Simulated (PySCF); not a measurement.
# Excitation energy of O+ by level of theory

O+ [He] 2s2 2p3 (4S) → O+ [He] 2s2 2p2 3s1, s spin flipped, as a difference of total energies. Computed with PySCF 2.14 in dyall-acv3z (15s9p4d2f, 76 functions), with no relativity, point nucleus. Correlated levels: valence: 1s2 frozen; valence and next inner shell: nothing frozen; virtual orbitals above 40 to 60 times the deepest correlated orbital energy dropped. The calculations carry no spin-orbit coupling.

```csv
method,excitation energy (eV)
UHF,23.173
LDA,23.642
PBE,23.346
PBE0,23.444
r2SCAN,23.786
CAM-B3LYP,23.330
B97-3,23.442
MN15,23.615
M06,23.811
MP2 (valence),23.542
SCS-MP2 (valence),23.297
MP2 (valence and next inner shell),23.564
SCS-MP2 (valence and next inner shell),23.310
```

Task: How much does correlation contribute at MP2 (valence and next inner shell)?

Result: 23.564 − (23.173) = 0.391 eV, measured against UHF.

The upper determinant mixes two multiplicities, so it lies between the two terms.

The promoted electron is Rydberg-like, and one or two diffuse shells describe it only roughly, which tends to raise the upper state.
